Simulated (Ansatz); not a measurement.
Reaction (redistribution): `[CH3][Al]([CH3])[SeH]` + `C#[C][SnH]([Cl])[Cl]` → `[Cl][SnH]([Cl])[SeH]` + `C#[C][Al]([CH3])[CH3]`

Program: Ansatz. Geometries: PBE0-D4/def2-TZVP. ΔE: electronic, gas phase. CCSD(T)/CBS is the MP2 limit (def2-TZVPP, def2-QZVPP) plus CCSD(T) − MP2 in def2-TZVPP, frozen cores. Elements past krypton have def2 core potentials. For Se, Sn outer-core shells are correlated without core-valence functions, which leaves a few kJ/mol of doubt a bond. Scalar relativity is left out up to krypton. Each species was taken in one conformer, which may not be the lowest.

`[CH3][Al]([CH3])[SeH]`:

Cartesian coordinates in Å:
```
C 0.400 -1.537 0.611
Al -0.283 0.097 -0.204
C 0.573 1.839 -0.029
Se -2.226 0.031 -1.489
H -0.318 -2.359 0.588
H 1.302 -1.872 0.087
H 0.688 -1.364 1.653
H 0.080 2.615 -0.619
H 0.572 2.166 1.017
H 1.621 1.793 -0.342
H -2.409 -1.410 -1.272
```

`C#[C][SnH]([Cl])[Cl]`:

```xyz
7

C     1.246   -1.795    0.199
C     0.518   -0.840    0.102
Sn   -0.747    0.776   -0.058
Cl   -0.028    2.391    1.426
Cl   -0.501    1.661   -2.177
H     1.894   -2.638    0.284
H    -2.381    0.445    0.223
```

`[Cl][SnH]([Cl])[SeH]`:

```xyz
6

Cl    2.144   -0.996   -0.127
Sn    0.228    0.189    0.421
Cl    0.830    2.412    0.624
Se   -1.400    0.124   -1.479
H    -0.306   -0.389    1.926
H    -1.496   -1.340   -1.366
```

`C#[C][Al]([CH3])[CH3]`:

Cartesian coordinates in Å:
```
C -0.822 -2.584 -1.431
C -0.499 -1.563 -0.864
Al 0.006 0.054 0.036
C -1.299 0.943 1.176
C 1.815 0.713 -0.253
H -1.106 -3.483 -1.929
H -1.474 1.971 0.842
H -0.932 1.014 2.206
H -2.262 0.428 1.198
H 1.976 0.943 -1.312
H 2.554 -0.051 0.008
H 2.042 1.614 0.323
```

```json
{"species": "`[CH3][Al]([CH3])[SeH]`", "SCS-MP2/def2-TZVPP energy (Eh)": "-2722.38111"}
{"species": "`C#[C][SnH]([Cl])[Cl]`", "SCS-MP2/def2-TZVPP energy (Eh)": "-1210.28380"}
{"species": "`[Cl][SnH]([Cl])[SeH]`", "SCS-MP2/def2-TZVPP energy (Eh)": "-3534.42469"}
{"species": "`C#[C][Al]([CH3])[CH3]`", "SCS-MP2/def2-TZVPP energy (Eh)": "-398.23762"}
```

(1) Work out ΔE.

Largest T1 diagnostic among the species: 0.012.

## Answers

(1) ΔE = (-3534.42469) + (-398.23762) − (-2722.38111) − (-1210.28380) = 0.00260 Eh = +1.6 kcal/mol. CCSD(T)/CBS gives -0.3 kcal/mol.

From PBE to PBE0 (25 % exact exchange), in def2-TZVPP and without D4, ΔE moves by +0.8 kcal/mol. In def2-TZVPP, CCSD(T) changes the Hartree–Fock value by +2.2 kcal/mol (the triples alone add +0.1 kcal/mol) and MP2 by +2.2 kcal/mol. At CCSD(T), def2-SVP lies +0.9 kcal/mol from the extrapolated value and def2-TZVPP +2.1 kcal/mol.
